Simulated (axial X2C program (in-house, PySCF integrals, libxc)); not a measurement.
**Low determinants of WC⁻ at the PBE0 level, without spin–orbit coupling**

Computed with an axial X2C code built on PySCF integrals. Spin-free means the one-electron spin-free X2C Hamiltonian. Basis: W dyall-acv3z [14s15p10d7f4g], C dyall-av3z [8s7p3d2f] (cores contracted in-house); Gaussian nuclei, density fitting, unrestricted open shells. Masses: W 183.951 u, C 12.000 u.

Search at 1.713 Å (vertical energies from the lowest determinant):

```tsv
ΔE (eV)	state	electrons beyond evenly filled partner blocks	electrons in σ, π, δ, φ
0.00	M_S = 1/2, Λ = 2	δ+α	32 32 13 4
0.04	M_S = 3/2, Λ = 0	σα, δ+α, δ-α	31 32 14 4
0.79	M_S = 1/2, Λ = 0	σβ, δ+α, δ-α	31 32 14 4
1.31	M_S = 3/2, Λ = 3	σα, π+α, δ+α	31 33 13 4
1.38	M_S = 3/2, Λ = 1	σα, π-α, δ+α	31 33 13 4
1.42	M_S = 1/2, Λ = 4	σα, δ+α, δ+β	31 32 14 4
1.82	M_S = 3/2, Λ = 2	2 × σα, δ+α	32 32 13 4
```

Lowest determinant, M_S = 1/2, Λ = 2 (beyond evenly filled blocks: δ+α): Re = 1.709 Å, ωe = 1086.1 cm⁻¹.

The determinant in row 2 of the search, M_S = 3/2, Λ = 0 (beyond evenly filled blocks: σα, δ+α, δ-α), was followed along the bond at PBE0; measured from the minimum of the lowest determinant it gives:

Te = 0.033 eV (268 cm⁻¹), Re = 1.737 Å, ωe = 963.9 cm⁻¹.

**Question.** Compare the bond of the determinant in row 2 with that of the lowest one.

**Answer.** At PBE0 its Re is 0.028 Å longer and its force constant, which goes as ωe², is 0.79 times that of the lowest determinant. This determinant mixes spin states, so it has no term energy of its own.

The search compares states at one distance, so a state with another bond length can lie lower; it is not exhaustive and yields mostly the lowest determinant of each block pattern, so other components and higher states of one pattern are missing. These are energies of single determinants, not of spin-adapted states; PBE0 term energies can be off by some tenths of an eV, and the functional has no current term. The lowest determinant need not be the ground state where others lie within half an eV. For an anion, determinants above electron detachment are held by the basis set. Spin–orbit coupling is large for these atoms, so the spin-free order is a model. The highest occupied level of some functionals is positive through self-interaction error; at Hartree–Fock it is bound. Row 1 is spin-contaminated (⟨S²⟩ = 0.78 against 0.75), so its values are not those of a pure state. Row 2 is spin-contaminated (⟨S²⟩ = 3.90 against 3.75), so its values are not those of a pure state. Row 2 has a positive highest level at its minimum.
